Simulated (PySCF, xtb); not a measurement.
B(Cl)(Me)(SH) (CH4BClS), SMILES CB(S)Cl.

GFN2-xTB in xtb 6.7.1 at its own geometry gives an orbital gap of 4.26 eV and a dipole moment of 2.81 D.

Coordinates come from a B3LYP-D3(BJ)/def2-SVP optimisation. The values are those of a single conformer.

Question: What does r2SCAN/def2-TZVP (PySCF) give? (An estimate is asked for; the answer gives what the named calculation found.)

Answer: gap 5.63 eV (levels -7.16 and -1.53 eV), dipole 2.15 D.
